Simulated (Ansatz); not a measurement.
Ideal-gas functions of CH4BClFN, SMILES `NB(Cl)CF` at 400 K and 1 bar, from an Ansatz frequency run at PBE0-D4/def2-TZVP.

Molar mass 95.31 g/mol, point group C1 (symmetry number 1), electronic degeneracy 1, moments of inertia 106.317, 162.784, 263.22 u Å². Harmonic wavenumbers (cm⁻¹, unscaled): 45, 167, 316, 371, 498, 535, 589, 608, 842, 868, 1090, 1187, 1263, 1316, 1426, 1463, 1634, 3018, 3062, 3620, 3720.

Use S(trans) = R[1.5 ln M + 2.5 ln T − 1.1517]; rotational temperatures θ = 24.2544 K / I; S(rot) = R[ln(√π/σ · √(T³/θAθBθC)) + 1.5]; for each mode x = 1.438777 ν̃/T, S = R[x/(eˣ − 1) − ln(1 − e⁻ˣ)] and H = RT x/(eˣ − 1); 1 cm⁻¹ = 0.0119627 kJ/mol; R = 8.31446 J/(mol·K).

Task: By hand: the entropy, in J/(mol·K).

Result: Translation 171.8. Rotation: θ = 0.2281, 0.149, 0.0921 K, giving 115.9. Vibration, mode by mode: 23.46, 12.68, 7.68, 6.51, 4.50, 4.05, 3.47, 3.29, 1.69, 1.57, 0.83, 0.62, 0.50, 0.42, 0.30, 0.27, 0.16, 0.00, 0.00, 0.00, 0.00, in all 72.0. Electronic 0.0. Sum 359.7 J/(mol·K).

Task: By hand: H − E and G − E in kJ/mol, counted from the electronic energy.

Result: Zero-point energy ½ × 27638 × 0.0119627 = 165.3; thermal vibration 15.0; translation, rotation and pV give 4 RT = 13.3. H − E = 193.6 kJ/mol, and G − E = 193.6 − 400 × 359.7/1000 = 49.7 kJ/mol.

Vibration gives 20 % of the entropy, 23.5 J/(mol·K) of it from the mode under 150 cm⁻¹: soft modes count most, and the harmonic formula is weakest for them. The sum counts one conformer and one mirror image; others add a mixing term.
